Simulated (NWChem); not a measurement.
CH6FNSi; SMILES [SiH2](CF)N

```xyz
10

N      0.3221    -2.0661     0.0000
Si    -0.4671    -0.5226     0.0000
C      0.6769     1.0102     0.0000
F     -0.1489     2.1482     0.0000
H      0.7613    -2.4301    -0.8358
H      0.7613    -2.4301     0.8358
H     -1.3056    -0.4342     1.2233
H     -1.3056    -0.4342    -1.2233
H      1.3263     1.0566    -0.8855
H      1.3263     1.0566     0.8855
```
Atoms are numbered in this order, from 1.

Computed with NWChem. Medium grid unless said otherwise, to which SCAN and Minnesota functionals are sensitive. Geometry: optimised at B3LYP/6-31G* (spherical d). Hybrids' shares of exact exchange are those that their runs print; pure functionals count as 0. The functionals differ in more than this share.

| row | share of exact exchange | highest occupied level (eV) |
|---|---|---|
| PBE/def2-TZVP | 0.00 | -5.97 |
| LDA (Slater exchange, VWN5)/def2-TZVP | 0.00 | -6.11 |
| B3LYP/def2-TZVP | 0.20 | -7.18 |
| PBE0/def2-TZVP | 0.25 | -7.40 |
| M06-2X/def2-TZVP | 0.54 | withheld |

Task: Fit a straight line of the last column on the one before it, predict the withheld value, and compare with the run.

Result: 
1. Means of the 4 shown rows: x = 0.113, y = -6.665. Slope Σ(x − x̄)(y − ȳ)/Σ(x − x̄)² = -0.2868/0.05188 = -5.528; intercept -6.043.
2. The shown rows scatter about the line by 0.053 (root mean square); the largest residual is +0.07, at PBE/def2-TZVP.
3. At x = 0.54 (M06-2X/def2-TZVP; beyond the shown range) the line gives -9.03.
4. The run gives -8.79, +0.24 from the line, 4.5 times the scatter.
